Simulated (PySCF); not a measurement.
Compound: GeEtI3, C2H5GeI3.
Cartesian coordinates in Å at the PBE0-D3(BJ)/def2-SVP level; atoms count from 1:
```
atom  x, y, z in Å
Ge1   -0.2020   -0.4738   -1.3178
C2    -0.2688   -0.4216    0.6350
C3     0.4192    0.7957    1.2269
H4     0.1982   -1.3662    0.9584
H5    -1.3388   -0.4725    0.8930
H6     0.3895    0.7564    2.3268
H7     1.4760    0.8502    0.9226
H8    -0.0725    1.7283    0.9114
I9     2.1898   -0.7132   -2.0742
I10   -1.1482    1.6540   -2.2797
I11   -1.5445   -2.4227   -2.1715
```

Method: TDDFT CAM-B3LYP/def2-SVPD, vertical, gas phase, core orbitals frozen in the response, def2 core potentials past Kr (PySCF). Spin–orbit coupling is left out.

Broadening: Gaussians 0.5 eV wide at half height, area fixed by f = 4.319×10⁻⁹ ∫ε dν̃. The width is an assumption, not a result. The curve ends short of the highest state used, and states not computed would add to its high-energy end.

```tsv
λ (nm)	ε (L mol⁻¹ cm⁻¹)
208.8	401
213.6	155
218.5	46
223.3	11
228.2	5
233.0	19
237.9	80
242.7	256
247.6	645
252.4	1288
257.3	2168
262.1	3123
267.0	4036
271.8	4748
276.7	5196
281.5	5292
286.4	5011
291.2	4407
296.1	3573
300.9	2697
305.8	1877
310.6	1228
315.5	745
320.3	430
325.2	232
330.0	121
334.9	59
339.7	28
344.6	13
349.4	6
354.3	2
359.1	1
364.0	0
368.8	0
373.7	0
378.5	0
```

Q: Locate the maxima and give the states behind the curve.

A: 280 nm (4.42 eV), ε about 5300, made up of S2 (29%), S3 (30%) and S4 (21%) (ε in L mol⁻¹ cm⁻¹; maxima over ε = 5, shares over 10%). At its high-energy end, 5.94 eV, the curve is still rising (ε about 410, from S7, S8, S9 and S12). The states used: S1 4.03 eV (f 0.0000); S2 4.31 eV (f 0.033); S3 4.32 eV (f 0.034); S4 4.50 eV (f 0.023); S5 4.66 eV (f 0.018); S6 4.67 eV (f 0.019); S7 6.08 eV (f 0.0015); S8 6.12 eV (f 0.0013); S9 6.16 eV (f 0.0056); S10 6.34 eV (f 0.0019); S11 6.39 eV (f 0.0065); S12 6.40 eV (f 0.011); S13 6.51 eV (f 0.0073); S14 6.54 eV (f 0.0002).

Q: What would ε be at 4.42 eV, the highest of these maxima, with half the width (0.25 eV)?

A: About 6360 L mol⁻¹ cm⁻¹ against 5300, a factor of about 1.2; a lone state at its own centre would give exactly 2.

Q: Coming from long wavelengths, where does ε first pass 100 L mol⁻¹ cm⁻¹?

A: At about 331 nm (3.74 eV), 0.28 eV below S1.

Q: On this curve, what absorbance would a 10⁻⁴ mol/L sample give at 355 nm over a 1 cm path?

A: 355 nm is 3.493 eV, where ε is about 2.1 L mol⁻¹ cm⁻¹, so A = ε c l ≈ 0.00021 (Beer–Lambert, with the gas-phase spectrum and the assumed width).

All these states lie below the vertical ionisation energy of 9.44 eV (ΔSCF).
